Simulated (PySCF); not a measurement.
C₆ coefficients of unlike pairs at BLYP

Calculated with PySCF 2.14 from the dipole response of each species, C₆(A,B) = (3/π) ∫ α_A(iu) α_B(iu) du, in atomic units, from isotropic polarisabilities. For ions this is the dispersion term alone; charge-induced terms of lower order in 1/R come first.

```csv
species,configuration,basis,relativity,α (bohr³),C₆ (like pair)
Cu³⁺,[Ar] 3d8 (3F),aug-cc-pVDZ-PP with ECP10MDF (5s5p4d2f),core potential,1.432,3.098
Ca²⁺,[Ar] (1S),"x2c-QZVPPall with one added diffuse shell each of s, p, d, f type (12s8p5d4f)",spin-free X2C,3.314,10.83
O⁺,[He] 2s2 2p3 (4S),aug-cc-pVQZ-DK (6s5p4d3f2g),spin-free X2C,2.651,5.232
C²⁺,[He] 2s2 (1S),"aug-cc-pVTZ with one added diffuse shell each of s, p, d, f type (6s5p4d3f)",none,4.267,6.556
```

**Question.** Estimate C₆ for O⁺ with Cu³⁺.

**Answer.** The integral gives 3.782. The combination rule 2 C_A C_B / (C_A α_B/α_A + C_B α_A/α_B) gives 3.787 and the geometric mean 4.026.

No spin-orbit coupling is included.

The other pairs:

```tsv
pair	C₆
C²⁺, Cu³⁺	3.580
Ca²⁺, Cu³⁺	5.541
C²⁺, O⁺	5.502
C²⁺, Ca²⁺	7.607
O⁺, Ca²⁺	7.491
```
